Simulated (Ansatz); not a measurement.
Consider the formal exchange of groups at the Se–C bond: `COC[SeH]` + `[SeH][SnH3]` → `[SeH][SnH2][SeH]` + dimethyl ether.

Calculated with Ansatz (gas phase, PBE0-D4/def2-TZVP geometries, no zero-point term in ΔE). CCSD(T)/CBS is the MP2 limit (def2-TZVPP, def2-QZVPP) plus CCSD(T) − MP2 in def2-TZVPP, frozen cores. Functionals use def2-TZVPP. def2 core potentials past Kr. For Se, Sn outer-core shells are correlated without core-valence functions, which leaves a few kJ/mol of doubt a bond. Scalar relativity is left out up to krypton. One conformer a species, not always the lowest.

```json
{"level": "r2SCAN-D4", "ΔE (eV)": "-1.19"}
{"level": "PBE", "ΔE (eV)": "-1.16"}
```

(1) What does CCSD(T)/CBS give? (An estimate is asked.)

Largest T1 diagnostic among the species: 0.011.

Results:

(1) Ansatz gave: -1.26 eV. The listed levels differ from it by 0.07, 0.10 eV.

In def2-TZVPP, CCSD(T) changes the Hartree–Fock value by +0.19 eV (the triples alone add +0.03 eV) and MP2 by +0.13 eV. From PBE to PBE0 (25 % exact exchange), in def2-TZVPP and without D4, ΔE moves by −0.05 eV.
